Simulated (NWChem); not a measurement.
System: AlNH4; SMILES [NH2][AlH2]

NWChem input:

```
start job
memory heap 200 mb stack 900 mb global 1100 mb
geometry units angstroms noautoz
  Al     0.000000    -0.000000     0.673915
  H     -0.577135    -1.280945     1.410904
  H      0.577135     1.280945     1.410904
  N      0.000000    -0.000000    -1.107075
  H      0.341571     0.758106    -1.685463
  H     -0.341572    -0.758106    -1.685463
end
basis spherical
  Al library 6-31+g*
  H library 6-31+g*
  N library 6-31+g*
end
dft
  xc b3lyp
  iterations 150
end
tddft
  nroots 6
end
task tddft energy
```

NWChem printed, in part:

```
             Northwest Computational Chemistry Package (NWChem) 7.3.0
             --------------------------------------------------------

 C2V symmetry detected

                             Geometry "geometry" -> ""
                             -------------------------

 Output coordinates in angstroms (scale by  1.889725989 to convert to a.u.)

  No.       Tag          Charge          X              Y              Z
 ---- ---------------- ---------- -------------- -------------- --------------
    1 Al                  13.0000     0.00000000     0.00000000     0.65465450
    2 H                    1.0000     0.00000000    -1.40495726     1.39164350
    3 H                    1.0000     0.00000000     1.40495726     1.39164350
    4 N                    7.0000     0.00000000     0.00000000    -1.12633550
    5 H                    1.0000     0.00000000     0.83150213    -1.70472350
    6 H                    1.0000     0.00000000    -0.83150213    -1.70472350

 Effective nuclear repulsion energy (a.u.)      52.2137839090

      Symmetry information
      --------------------

 Group name             C2v
 Group number             16
 Group order               4
 No. of unique centers     4

                                 NWChem DFT Module
                                 -----------------

 Summary of "ao basis" -> "ao basis" (spherical)
 ------------------------------------------------------------------------------
       Tag                 Description            Shells   Functions and Types
 ---------------- ------------------------------  ------  ---------------------
 Al                         6-31+g*                 10       22   5s4p1d
 H                          6-31+g*                  2        2   2s
 N                          6-31+g*                  8       18   4s3p1d

      Symmetry analysis of basis
      --------------------------

        a1         24
        a2          2
        b1          9
        b2         13

[...]

                                NWChem TDDFT Module
                                -------------------

            General Information
            -------------------
           No. of orbitals :      96
            Alpha orbitals :      48
             Beta orbitals :      48
        Alpha frozen cores :       0
         Beta frozen cores :       0
     Alpha frozen virtuals :       0
      Beta frozen virtuals :       0
         Spin multiplicity :       1
    Number of AO functions :      48
        Use of symmetry is : off
      Symmetry adaption is : on
         Schwarz screening :  0.10D-07

              XC Information
              --------------
                  B3LYP Method XC Potential
              Hartree-Fock (Exact) Exchange   0.20
                 Slater Exchange Functional   0.80 local
             Becke 1988 Exchange Functional   0.72 non-local
       Lee-Yang-Parr Correlation Functional   0.81
           VWN I RPA Correlation Functional   0.19 local

             TDDFT Information
             -----------------
          Calculation type : TDDFT
         Wavefunction type : Restricted singlets & triplets
          No. of electrons :      24
           Alpha electrons :      12
            Beta electrons :      12
              No. of roots :       6
          Max subspacesize :    5200
            Max iterations :     100
               Target root :       1
           Target symmetry : none
      Symmetry restriction : off
                 Algorithm : Optimal
        Davidson threshold :  0.10D-03

    6 smallest eigenvalue differences (eV)
--------------------------------------------------------
  No. Spin  Occ  Vir  Irrep   E(Occ)    E(Vir)   E(Diff)
--------------------------------------------------------
    1    1   12   13 a1       -0.267    -0.035     6.314
    2    1   12   14 b1       -0.267    -0.010     6.994
    3    1   11   13 a2       -0.302    -0.035     7.259
    4    1   11   14 b2       -0.302    -0.010     7.939
    5    1   12   15 b1       -0.267     0.026     7.972
    6    1   12   16 a2       -0.267     0.035     8.202
--------------------------------------------------------

  Entering Davidson iterations
  Restricted singlet excited states

  Iter   NTrls   NConv    DeltaV     DeltaE      Time
  ----  ------  ------  ---------  ---------  ---------
    1      6       0     0.28E+00   0.10+100        4.7
    2     18       0     0.50E-01   0.12E-01        6.7
    3     30       0     0.93E-02   0.12E-02        6.7
    4     42       0     0.26E-02   0.59E-04        6.8
    5     54       2     0.86E-03   0.42E-05        5.5
    6     62       2     0.27E-03   0.35E-06        3.5
    7     70       6     0.98E-04   0.30E-07        3.9
  ----  ------  ------  ---------  ---------  ---------
  Convergence criterion met

  Ground state a1       -299.613651568107 a.u.

  ----------------------------------------------------------------------------
  Root   1 singlet a1             0.212498175 a.u.                5.7824 eV
  ----------------------------------------------------------------------------
     Transition Moments    X -0.00000   Y  0.00000   Z -0.80855
     Dipole Oscillator Strength                    0.0926133063
     Electric Quadrupole                           0.0000001584
     Magnetic Dipole                               0.0000000000
     Total Oscillator Strength                     0.0926134647

[...]
```

Level: B3LYP/6-31+G* (spherical d), full TDDFT. Structure relaxed at the B3LYP/6-31G* (spherical d) level. B3LYP is NWChem's, with the RPA form of VWN correlation.
